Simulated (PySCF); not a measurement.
## Gallium: a sound run and one with changed settings

Sound run: Ga⁺ [Ar] 3d10 4s2, Ga²⁺ [Ar] 3d10 4s1. Computed with PySCF 2.14 in cc-pVDZ-DK, with scalar relativity by spin-free X2C-1e. In the sound run the correlated levels freeze [Ar] 3d10. The sound run starts from symmetry-adapted Hartree-Fock orbitals and uses a fine grid where one is needed.

Changed run: all electrons correlated in a basis built for the valence shell.

```
species  method  sound run (hartree)  changed run (hartree)  converged
    Ga⁺     MP2          -1941.90512            -1941.92822        yes
   Ga²⁺     MP2                  n/a            -1941.20804        yes
```

Ionisation energy of Ga⁺:

```csv
method,sound run (eV),changed run (eV)
UHF,18.801,18.801
MP2,19.439,19.597
SCS-MP2,19.566,19.710
```

A valence basis has no tight correlating functions, so it recovers only part of the core correlation, and not evenly between atom and ion.

For comparison, NIST gives 20.515 eV between the lowest levels.
